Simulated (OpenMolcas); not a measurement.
**Co2+: moving or changing the point charges**

Co2+ among 6 point charges of -2 e arranged as an octahedron (Oh), 1.68 Å from the ion.
```
   1.6800    0.0000    0.0000  -2.00
   0.0000    1.6800    0.0000  -2.00
  -1.6800    0.0000    0.0000  -2.00
   0.0000   -1.6800    0.0000  -2.00
   0.0000    0.0000    1.6800  -2.00
   0.0000    0.0000   -1.6800  -2.00
```

```json
{
 "Program": "OpenMolcas",
 "Method": "CASSCF",
 "Basis": "ANO-RCC-VDZP [5s4p2d1f]",
 "Scalar Hamiltonian": "DKH2, point nucleus",
 "Active space": "7 electrons in 5 orbitals (3d)",
 "State averaging": "2S+1 = 4 even, 10 roots; 2S+1 = 2 even, 40 roots",
 "Spin-orbit coupling": "state interaction with AMFI integrals over the reference wave functions"
}
```

Runs around this geometry, states (labels of O, the rotations of Oh). Energies in cm-1 above the lowest state or level, χT in cm3 K/mol; under a threefold ground state the first gap can be a small split of the lowest multiplet, not the spin-orbit step; 10Dq and B are least-squares fits to the states below 45000 cm-1, weighted by degeneracy, with a free offset, and given where the rms deviation is under 5 % of |10Dq| (or 100 cm-1) and under 700 cm-1.

```
R (Å)  q (e)  Ground state  First state of that spin  10Dq  B (rms of fit)  First gap with spin-orbit (degeneracies)  χT at 300 K  First state of another spin
 1.68     -1           4T1                  4T2 4603  5018      1229 (178)                              356.0 (2, 4)        3.799                     2E 17214
 1.68     -2           4T1                  4T2 9528                                                    352.8 (2, 4)        3.518                     2E 13592
 1.79     -2           4T1                  4T2 7247                                                    358.9 (2, 4)        3.614                     2E 15386
```

Taking the first state of the same spin as R^-n, n = -ln(7247 / 9528) / ln(1.79 / 1.68) = 4.3 between the shortest and longest distance.

Scaling the charges by -1 / -2 = 0.50 scales the first state of the same spin by 4603 / 9528 = 0.48; with fixed orbitals a first-order splitting would follow the charge.

An orbital triplet at a regular site is open to Jahn-Teller coupling, which can distort the site and quench the lowest spin-orbit gaps and is left out. Without dynamic correlation the repulsion within the d shell is too large (B by tens of per cent), so at a given field states of lower spin stand too high. Point charges carry no covalency, so the field is a model and not that of real ligands. No measured value stands beside these numbers.
